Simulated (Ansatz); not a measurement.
CH₃AlCl₂, SMILES `[CH3][Al]([Cl])[Cl]`. Total charge 0; spin multiplicity 1. The structure was optimised at the PBE0-D4/def2-TZVP level.

```xyz
7

C     0.135   -0.655   -0.708
Al   -0.125    0.630    0.706
Cl   -1.057    2.466    0.343
Cl    0.500    0.274    2.668
H     0.634   -1.556   -0.349
H    -0.825   -0.939   -1.147
H     0.737   -0.221   -1.512
```

Task: What is the dipole moment at r2SCAN/def2-TZVPP? (An estimate is asked.)

Result: Ansatz gave: 2.01 D, with components (0.28, -1.35, -1.46) D in this frame, pointing from negative to positive charge.

Task: And with PBE, B3LYP, ωB97M-V? (Estimate.)

Result: Computed: PBE 1.98 D, B3LYP 1.99 D, ωB97M-V 1.99 D.

Task: Give the Mulliken charges with r2SCAN, PBE, B3LYP in def2-TZVPP. (Estimate.)

Result: Ansatz gave: 
```
atom  r2SCAN    PBE  B3LYP
  C1   -0.38  -0.42  -0.43
 Al2    0.63   0.52   0.59
 Cl3   -0.25  -0.22  -0.24
 Cl4   -0.24  -0.22  -0.24
  H5    0.08   0.11   0.11
  H6    0.08   0.11   0.10
  H7    0.08   0.11   0.10
```

B3LYP here is the variant with VWN-RPA as its local correlation; programs differ in this.
